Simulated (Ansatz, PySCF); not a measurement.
System: H2BO2, charge 0, doublet. H2BO2 (SMILES O[B]O, doublet).
B3LYP-D3(BJ)/def2-TZVP minimum from Ansatz (a first-principles code):
```
B
O 1 1.3477
H 2 0.9710 1 116.96
O 1 1.3477 2 129.88 3 0.00
H 4 0.9710 1 116.96 2 0.00
```
Charge 0, spin multiplicity 2.

Atomisation energy term by term, kcal/mol (programs: Ansatz). Radicals and triplets start from unrestricted determinants; spin-orbit coupling is neglected. Correlated methods leave the cores frozen. Rows without X2C or -DK are non-relativistic. CBS(X,Y): correlation extrapolated as X^-3, Hartree-Fock from the larger set (Q,5: extrapolated as (X+1)exp(-9√X)). A bracket is a step between two methods taken in the basis named. 'core' is core correlation in cc-pwCVTZ, 'X2C' scalar relativity in cc-pVTZ-DK, both at CCSD(T). Where a partner has so few electrons that a lower coupled-cluster level is exact, that level stands in.

```csv
term,basis,kcal/mol
Hartree-Fock,"CBS(cc-pVQZ,cc-pV5Z)",334.32
CCSD correlation,"CBS(cc-pVQZ,cc-pV5Z)",124.66
(T),"CBS(cc-pVQZ,cc-pV5Z)",9.46
CCSDT(Q) - CCSD(T),cc-pVDZ,0.67
core correlation,cc-pwCVTZ,1.93
scalar relativity,"X2C, cc-pVTZ-DK",-0.61
minus zero-point energy,Hessian by PySCF at B3LYP-D3(BJ)/def2-TZVP,-18.85
sum: D0,,451.6
```
